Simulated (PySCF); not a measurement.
# Bond lengths and vibrations by method: BCH4O

Calculated results; nothing here was measured. They come from PySCF 2.14.0, an open-source quantum chemistry program, on an isolated molecule that a program drew, which may never have been made. The molecule is BCH4O (charge 0, doublet), drawn as the SMILES string `BO[CH2]`.

The geometry was optimised and harmonic frequencies were computed with HF and MP2, all in the cc-pVDZ basis, for the commonest isotopes, with a restricted reference for singlets and an unrestricted one otherwise, and a frozen core in MP2. Each result is a local minimum of its method.

Geometry at the HF minimum:
```xyz
7
BCH4O, angstrom
B     2.2890   -0.5037    0.3944
O     1.4237   -0.4585   -0.6386
C     0.0708   -0.4598   -0.4863
H     3.4555   -0.5307    0.1275
H     1.8835   -0.5108    1.5267
H    -0.3239   -0.2707    0.5043
H    -0.4751   -0.1757   -1.3735
```

Lengths of the bonds as drawn, in Å (atoms numbered as above):
| bond | HF | MP2 |
|---|---|---|
| B1-O2 | 1.348 | 1.367 |
| O2-C3 | 1.361 | 1.375 |
| B1-H4 | 1.197 | 1.202 |
| B1-H5 | 1.203 | 1.209 |
| C3-H6 | 1.083 | 1.093 |
| C3-H7 | 1.080 | 1.089 |

Rotational constants, in GHz:
| constant | HF | MP2 |
|---|---|---|
| A | 62.3 | 58.87 |
| B | 11.28 | 11.27 |
| C | 9.583 | 9.479 |

Harmonic frequencies in cm^-1, each column in rising order, so a row needn't be the same motion in every method:
| rank | HF | MP2 |
|---|---|---|
| 1 | 204 | 239 |
| 2 | 409 | 397 |
| 3 | 411 | 426 |
| 4 | 660 | 520 |
| 5 | 1035 | 996 |
| 6 | 1103 | 1049 |
| 7 | 1129 | 1066 |
| 8 | 1268 | 1188 |
| 9 | 1339 | 1274 |
| 10 | 1461 | ? |
| 11 | 1576 | 1492 |
| 12 | 2672 | 2624 |
| 13 | 2764 | 2734 |
| 14 | 3284 | 3204 |
| 15 | 3430 | 3367 |

**Estimate the missing MP2 frequency from the HF column.**

A single factor s that minimises the squared misfit of MP2 against s times HF over the other rows is sum(HF x MP2) / sum(HF^2) = 0.9734, with an rms misfit of 44 cm^-1. For rank 10 it gives 0.9734 x 1461 = 1422 cm^-1. The calculation gives 1385 cm^-1, 37 cm^-1 below the estimate. The drawn bonds are on average 0.9 % longer in MP2 than in HF.
